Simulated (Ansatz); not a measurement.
Saddle point of AlH₂ClF₂, closed shell (AlHF₂ ([F][AlH][F]) + HCl → AlClF₂ ([F][Al]([F])[Cl]) + H₂; bonds formed: H2–H5; dative contacts that become bonds: Al1–Cl6; bonds broken: Al1–H2, H5–Cl6), PBE0-D4/def2-TZVP structure:

```
6
angstrom
Al -0.1536 -0.5512 -0.1698
H -1.0873 0.4910 0.6858
F -0.5516 -0.7348 -1.7484
F 0.5069 -1.7824 0.6861
H -0.0125 1.2488 0.5421
Cl 1.2982 1.3289 0.0042
```

Energies are electronic, without zero-point energy. Barriers and step energies count from the start structure reached by relaxing down the imaginary mode; all methods use the PBE0-D4 structures, on which another method's saddle can fall below an end. Computed with Ansatz 0.2.0 (basis: def2-TZVPP, with def2-QZVPP for the basis limit); correlated methods freeze the cores. B3LYP uses VWN-RPA correlation. Extrapolation: Hartree–Fock as exp(−7.88 √X), correlation as X^−2.97.

```tsv
method	barrier (kJ/mol)	step energy (kJ/mol)
SPW92	11.8	-92.7
PBE-D4	22.6	-101.1
BLYP-D4	32.6	-102.3
r2SCAN-D4	25.2	-111.1
B97M-V	?	-98.2
PBE0-D4	31.7	-103.7
B3LYP-D4	39.0	-103.9
r2SCAN0-D4	33.2	-110.9
BHLYP-D4	?	-106.1
CAM-B3LYP-D4	44.3	-101.1
wB97X-V	45.7	-102.9
wB97M-V	45.3	-103.2
B2PLYP	42.3	-106.7
PBE-QIDH	39.5	-108.4
RPA on PBE	48.2	-96.8
HF	?	-108.9
MP2	42.4	-112.1
CCSD	51.5	-104.3
CCSD(T)	46.3	-104.7
```

Q: Fill in the withheld barriers. (An estimate is asked for; the value comes from the calculation.)

A: Computed: HF 74.6; B97M-V 37.4; BHLYP-D4 50.5 kJ/mol. Each is the energy of the saddle less that of the start structure, by the same method.

For comparison, the barrier by CCSD(T) at an estimated basis limit (MP2 extrapolated from triple and quadruple zeta, plus CCSD(T) − MP2 in triple zeta) is 44.3 kJ/mol.

No T1 diagnostic of these runs exceeds 0.012. The end structure is not quite a true minimum (one mode of 33i cm⁻¹).

Labels in which every atom is bracketed show which atoms are joined, not bond orders.

For scale, one of the runs: CCSD(T)/def2-TZVPP, 174 basis functions, launched by `ansatz run in.yaml --threads 2 --pin off --events-out ev --progress --plain --max-ram 4352MiB`. Time: 15 s of wall clock on 2 CPU threads of an Intel Xeon 6975P-C; the host was shared. Peak host memory: 1.6 GiB.
